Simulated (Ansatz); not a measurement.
Species: dimethylgermane, C2H8Ge, net charge 0, singlet state. 
Geometry from a B3LYP-D3(BJ)/def2-TZVP (Ansatz, a quantum-chemistry and plane-wave program) optimisation:
```xyz
11

C     -1.6139    -0.6614    -0.3459
Ge    -0.0001     0.3466     0.1540
C      1.6143    -0.6993    -0.2587
H     -2.5123    -0.0876    -0.1198
H     -1.6027    -0.8833    -1.4132
H     -1.6548    -1.6019     0.2040
H     -0.0371     0.6692     1.6643
H      0.0365     1.6837    -0.6189
H      1.6033    -1.6402     0.2920
H      2.5123    -0.1466     0.0158
H      1.6554    -0.9216    -1.3253
```

Computed values are from Ansatz. Cores are frozen in the correlated levels unless marked. UHF or UKS for open shells. No spin-orbit coupling. Frozen are the shells of the preceding noble gas and the d and f shells that filled before the atom's block. Non-relativistic. CBS marks a two-point X^-3 extrapolation of the correlation energy; Hartree-Fock from the larger set. [CCSD(T)-MP2]/basis is that difference in the basis named.

**Question.** What is the vertical triplet-singlet gap at RI-MP2/CBS(aug-cc-pVTZ,aug-cc-pVQZ)+[CCSD(T)-MP2]/aug-cc-pVTZ?

**Answer.** 7.63 eV.

**Question.** What is the dipole moment at CCSD(T)/aug-cc-pVDZ?

**Answer.** 0.64 D.

**Question.** What is the atomisation energy De at CCSD(T)/CBS(aug-cc-pVTZ,aug-cc-pVQZ)?

**Answer.** 897.2 kcal/mol.

**Question.** What is the total energy at CCSD(T)/CBS(aug-cc-pVTZ,aug-cc-pVQZ)?

**Answer.** -2156.4428 Eh.

**Question.** What is the T1 diagnostic at CCSD/aug-cc-pVQZ?

**Answer.** 0.009.
